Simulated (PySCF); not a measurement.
# Dipole polarisabilities along the second row, charge +1

Calculated with PySCF 2.14 for the ground configurations, without spin-orbit coupling: coupled response for Hartree-Fock and DFT. Mean α in bohr³, C₆ of like pairs in atomic units.

```
                                                                                                 species   α UHF   α PBE  α PBE0   C₆ UHF   C₆ PBE  C₆ PBE0
         Li⁺ 1s2 (aug-cc-pVQZ with one added diffuse shell each of s, p, d, f, g type, non-relativistic)  0.1792  0.1982  0.1923  0.06340  0.07244  0.06960
    Be⁺ [He] 2s1 (aug-cc-pVQZ with one added diffuse shell each of s, p, d, f, g type, non-relativistic)   24.93   21.67   22.36    71.09    57.85    60.59
     B⁺ [He] 2s2 (aug-cc-pVQZ with one added diffuse shell each of s, p, d, f, g type, non-relativistic)   11.37   10.65   10.78    31.67    28.88    29.36
 C⁺ [He] 2s2 2p1 (aug-cc-pVQZ with one added diffuse shell each of s, p, d, f, g type, non-relativistic)   6.307   6.099   6.079    14.96    14.67    14.57
 N⁺ [He] 2s2 2p2 (aug-cc-pVQZ with one added diffuse shell each of s, p, d, f, g type, non-relativistic)   3.930   3.918   3.869    8.230    8.489    8.308
 O⁺ [He] 2s2 2p3 (aug-cc-pVQZ with one added diffuse shell each of s, p, d, f, g type, non-relativistic)   2.634   2.691   2.640    4.966    5.308    5.147
 F⁺ [He] 2s2 2p4 (aug-cc-pVQZ with one added diffuse shell each of s, p, d, f, g type, non-relativistic)   1.724   1.891   1.829    3.141    3.544    3.398
Ne⁺ [He] 2s2 2p5 (aug-cc-pVQZ with one added diffuse shell each of s, p, d, f, g type, non-relativistic)   1.245   1.407   1.352    2.141    2.481    2.364
```

The values depend on the diffuse functions of the basis.
